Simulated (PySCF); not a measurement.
Se(H)(Et) (C2H6Se), SMILES [SeH]CC. Atoms are numbered in the order given.

```xyz
9

Se    -0.5569    -0.2165     0.5500
H     -1.5225    -0.0767    -0.5547
C      1.0305    -0.2417    -0.6238
C      1.2546     1.0501    -1.3975
H      0.9417    -1.1120    -1.2897
H      1.8587    -0.4422     0.0730
H      1.3447     1.9102    -0.7172
H      0.4208     1.2509    -2.0885
H      2.1794     0.9802    -1.9957
```
Charge 0, spin multiplicity 1.

Geometry optimised at TPSSh-D3(BJ)/def2-SVP. Other conformers were not sampled.

All values below come from B3LYP/pcSseg-1 (PySCF).

GIAO shieldings, no solvent; atoms listed in one row are averaged. δ = σ(ref) − σ: ⁷⁷Se against Me2Se (σ = 1647.9 ppm); ¹H against TMS (σ = 31.68 ppm); ¹³C against TMS (σ = 181.3 ppm), references at their B3LYP-D3(BJ)/def2-TZVP geometries, non-relativistic.

### Question
Estimate the chemical shifts. (The exact figures need the calculation; the answer reports its results.)

### Answer

| nucleus | atoms | count | δ (ppm) |
|---|---|---|---|
| ⁷⁷Se | Se1 | 1 | -3.1 |
| ¹H | H5 | 1 | 3.13 |
| ¹H | H6 | 1 | 2.12 |
| ¹H | H2 | 1 | 1.88 |
| ¹H | H7, H8, H9 | 3 | 1.70 |
| ¹³C | C3 | 1 | 28.7 |
| ¹³C | C4 | 1 | 26.7 |
